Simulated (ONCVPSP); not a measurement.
**Transferability test, ONCV potential for sulfur**

| Quantity | Value |
| --- | --- |
| Element | sulfur (S) |
| Generator | ONCVPSP 4.0.1 |
| Type | optimised norm-conserving Vanderbilt (ONCV) |
| Functional | Wu-Cohen |
| Relativity | scalar-relativistic |
| Frozen core | [He] |
| Valence charge | 14 |
| Reference configuration | 2s2 2p6 3s2 3p3 (charge +1) |
| Partial waves | 2s+3s: rc 0.85 bohr, ncon 4, nbas 8, qcut 12.7 1/bohr, 2 projectors; 2p+3p: rc 0.65 bohr, ncon 4, nbas 8, qcut 21.4 1/bohr, 2 projectors |
| Local potential | polynomial inside 0.65 bohr (lpopt 5, dvloc0 0 Ha) |
| Core correction | Teter function, fcfact 4, rcfact 1 |

Energies are relative to the spin-unpolarised reference configuration 2s2 2p6 3s2 3p3; without spin polarisation the order of configurations can differ from experiment.

```tsv
valence configuration	charge	ΔE all-electron (eV)	error AE − PS (meV)
2s2 2p6 3s2 3p4	0	-11.746	-0.1
2s2 2p6 3s2 3p2	+2	22.271	+1.1
2s2 2p6 3s2 3p3.5	+0.5	-7.098	-0.1
```

(1) What are ΔE and the potential's error for 2s2 2p6 3s2 3p1?

Levels in the configuration 2s2 2p6 3s2 3p2:

| level | all-electron (eV) | pseudo (eV) |
| --- | --- | --- |
| 2s | -237.126 | -237.131 |
| 2p | -182.313 | -182.286 |
| 3s | -39.370 | -39.369 |
| 3p | -27.975 | -27.971 |

## Answers

(1) ΔE = 56.321 eV all-electron; the error (AE − PS) is +5.1 meV.
